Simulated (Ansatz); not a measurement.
Isolated molecules relaxed with PBE0-D4/def2-TZVP in Ansatz; ΔE leaves out vibrations. CCSD(T)/CBS is the MP2 limit (def2-TZVPP, def2-QZVPP) plus CCSD(T) − MP2 in def2-TZVPP, frozen cores. This one scheme is used for every species. DFT in def2-TZVPP. B3LYP here is the variant with VWN-RPA as its local correlation; programs differ in this. HSE06 is defined as in plane-wave codes. One conformer a species, not always the lowest.

Reaction (hydrogenolysis of a B–Cl bond): `O=C=NBCl` + H₂ → `BN=C=O` + HCl

(1) Is it downhill or uphill in electronic energy at CCSD(T)/CBS, and by how much? (Best estimate.)

(2) What do these levels give: LDA (SPW92), PBE-D4, B3LYP-D4, r2SCAN0-D4, HSE06-D4, ωB97M-V, B2PLYP, PBE, PBE0, r2SCAN0, CCSD(T)/def2-SVP, SCS-MP2/def2-TZVPP? (Estimate.)

Largest T1 diagnostic among the species: 0.017.

Results:

(1) The calculation gave: Uphill: ΔE = +74.0 kJ/mol.

(2) Computed: LDA (SPW92) 80.7, PBE-D4 80.5, B3LYP-D4 73.9, r2SCAN0-D4 77.7, HSE06-D4 75.9, ωB97M-V 75.1, B2PLYP 72.5, PBE 76.6, PBE0 72.5, r2SCAN0 76.5, CCSD(T)/def2-SVP 79.2, SCS-MP2/def2-TZVPP 73.9 kJ/mol.

At CCSD(T), def2-SVP lies +5.2 kJ/mol from the extrapolated value and def2-TZVPP −1.1 kJ/mol. Leaving LDA and LC-ωPBE aside and taking each functional with its dispersion term where it has one, the values, not all of them listed here, spread over 14.7 kJ/mol, from BHLYP-D4 to revPBE-D4. LDA lies +4.2 kJ/mol from PBE without D4. From r2SCAN to r2SCAN0 (25 % exact exchange), in def2-TZVPP and without D4, ΔE moves by −4.4 kJ/mol.
